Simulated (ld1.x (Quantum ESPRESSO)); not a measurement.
# O (Z = 8): variants of one ultrasoft potential

Base potential:

oxygen (O), ultrasoft, made with ld1.x (Quantum ESPRESSO) 7.5 (LDA (PZ), non-relativistic). Core [He], reference 2s1.75 2p4.25. Waves: 2s (bound): rcut 0.75, rcutus 1.05 bohr; 2s channel at -1.05 Ry: rcut 0.75, rcutus 1.05 bohr; 2p (bound): rcut 1.70, rcutus 2.00 bohr; 2p channel at 0.85 Ry: rcut 1.70, rcutus 2.00 bohr; 3d channel at 0.5 Ry: rcut 1.70, rcutus 1.85 bohr; 3d channel at 1.2 Ry: rcut 1.70, rcutus 1.85 bohr. Local part: all-electron potential smoothed inside 0.90 bohr (lloc = -1). Core correction: none. Augmentation charge: PSQ, inside the norm-conserving radii.

All-electron outer shells of the reference configuration (LDA (PZ), non-relativistic, ld1.x):

```csv
shell,level (eV),outermost node (bohr),outermost maximum (bohr)
2s,-23.82,0.28,0.88
2p,-9.31,–,0.82
```

Cutoffs, loose and tight: the cutoffs (Ry, on a coarse ladder) from which the occupation-weighted sum of valence levels, in a spherical-Bessel basis at the reference potential, stays within 10 and 1 mRy of its value at 400 Ry. They do not see the model core or the augmentation charge, which bear on the density cutoff. Test errors are all-electron minus pseudo excitation energies from the reference, over the configurations 2s2 2p4; 2s2 2p3; 2s2 2p2; 2s2 2p4.3; 2s2 2p3.5; 2s1 2p5; 2s1 2p4 (two spin-polarised tests are not counted in the largest error). A dash means not determined; rows that change the core or the reference have their own tests. The largest error is taken over the tests solved by every variant that gives reliable tests at all: 2s1 2p5; 2s2 2p2; 2s2 2p3.5; 2s2 2p4; 2s2 2p4.3.

Cutoffs are not given where the Bessel-basis levels miss the radial ones by over 6 mRy, ghosts where they miss by over 20 mRy; a channel whose overlap is not positive is not tested.

A file whose overlap is not positive is unfit for use, and its test errors describe a broken file.

```tsv
change	outcome	cutoff, loose	cutoff, tight	bound ghosts	largest test error (meV)
base	generated, overlap not positive	–	–	not determined (overlap not positive)	+198
all radii scaled by about 0.74 (s 0.78, p 1.48, d 1.38 bohr, rcut 0.56/1.26/1.26); local potential all-electron potential smoothed inside 0.66 bohr (lloc = -1)	generated, overlap not positive	–	–	not determined (overlap not positive)	+208
all radii scaled by about 0.88 (s 0.92, p 1.76, d 1.64 bohr, rcut 0.66/1.50/1.50); local potential all-electron potential smoothed inside 0.80 bohr (lloc = -1)	generated, overlap not positive	–	–	not determined (overlap not positive)	+180
all radii scaled by about 1.09 (s 1.14, p 2.18, d 2.02 bohr, rcut 0.82/1.86/1.86); local potential all-electron potential smoothed inside 0.98 bohr (lloc = -1)	generated, overlap not positive	–	–	not determined (overlap not positive)	+260
all radii scaled by about 1.18 (s 1.24, p 2.36, d 2.18 bohr, rcut 0.88/2.02/2.02); local potential all-electron potential smoothed inside 1.06 bohr (lloc = -1)	generated, overlap not positive	–	–	not determined (overlap not positive)	+542
all radii scaled by about 1.25 (s 1.32, p 2.50, d 2.32 bohr, rcut 0.94/2.12/2.12); local potential all-electron potential smoothed inside 1.12 bohr (lloc = -1)	generated	21 Ry	30 Ry	none	+533
all radii scaled by about 1.38 (s 1.44, p 2.76, d 2.54 bohr, rcut 1.04/2.34/2.34); local potential all-electron potential smoothed inside 1.24 bohr (lloc = -1)	generated	18 Ry	25 Ry	none	+859
```
